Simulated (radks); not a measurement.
Q: Coherent X-ray form factor from a spherical all-electron density. All-electron calculation, scalar-relativistic Kohn-Sham, RPBE, spin-polarised, spherical densities, point nucleus. Program: a radial shooting solver on a logarithmic mesh with Libxc functionals.

| sin(theta)/lambda (1/angstrom) | f0 (electrons) |
|---|---|
| 0.05 | 14.783 |
| 0.1 | 14.173 |
| 0.15 | 13.280 |
| 0.2 | 12.244 |
| 0.25 | 11.196 |
| 0.3 | 10.229 |
| 0.4 | 8.692 |
| 0.5 | 7.643 |
| 0.6 | 6.877 |
| 0.8 | 5.603 |
| 1 | 4.430 |
| 1.25 | 3.234 |
| 1.5 | 2.419 |
| 2 | 1.613 |

The species is in the configuration that NIST lists as its ground one. Which atom or ion scatters so?

A: The argon ion Ar3+, [Ne] 3s2 3p3. Extrapolating in s^2 from the first two rows gives f0(0) = 15.0, near the electron count 15; among species with that count, the fall with angle is slower the higher Z, and the table is that of Z = 18; from so few rows the species is fixed only to a neighbour or two.
